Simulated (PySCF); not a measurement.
## Al (aluminium, neutral) across methods

[Ne] 3s1 3p1 4s1, high-spin 4P determinant (an excited configuration). Calculation: PySCF 2.14, in dyall-av3z; the non-relativistic Hamiltonian (point nucleus).

| method | E (hartree) | mean ε 3s α (eV) | mean ε 3p α (eV) | mean ε 4s α (eV) | Σ⟨r²⟩ (bohr²) | ⟨S²⟩ |
| --- | --- | --- | --- | --- | --- | --- |
| MN15 | -242.0708 | -13.461 | -7.189 | -2.123 | 75.10 | 3.750 |
| LDA | -241.0443 | -12.133 | -6.380 | -1.867 | 74.14 | 3.750 |
| r2SCAN | -242.0705 | -12.404 | -6.740 | -1.805 | 76.55 | 3.750 |
| PBE | -241.9615 | -12.044 | -6.464 | -1.835 | 75.08 | 3.750 |
| PBEsol | -241.4765 | -12.043 | -6.401 | -1.826 | 75.30 | 3.750 |
| UHF | -241.64709 | -16.702 | -10.151 | -2.784 | 79.02 | 3.750 |
| r2SCAN0 | -242.0665 | -13.548 | -7.601 | -2.094 | 76.29 | 3.750 |
| revPBE | -242.0499 | -12.008 | -6.482 | -1.830 | 75.56 | 3.750 |
| PBE0 | -241.9839 | -13.319 | -7.467 | -2.139 | 76.12 | 3.750 |

The outer electron is Rydberg-like, and this basis confines it to a smaller radius and binds it less than a complete one would.
